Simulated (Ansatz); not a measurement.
Ansatz results at the PBE0-D4/def2-TZVP geometry: LUMO energy (PBE/def2-TZVPP) -2.02 eV; size of the dipole moment (B3LYP/def2-TZVPP) 2.38 D; HOMO energy (B3LYP/def2-TZVPP) -6.90 eV.

Each molecule was computed in one conformer, which needn't be the lowest.

Question: Which molecule gave them?
A. `NC[S][AlH2]`
B. `F[SiH]1BC1`
C. `C[SiH]1BS1`
D. `F[CH2][GeH3]`

Answer: A. The others give `C[SiH]1BS1`: -2.56, 1.73, -6.79; `F[SiH]1BC1`: -2.59, 0.94, -6.99; `F[CH2][GeH3]`: -0.03, 1.54, -8.29.

B3LYP here is the variant with VWN-RPA as its local correlation; programs differ in this.
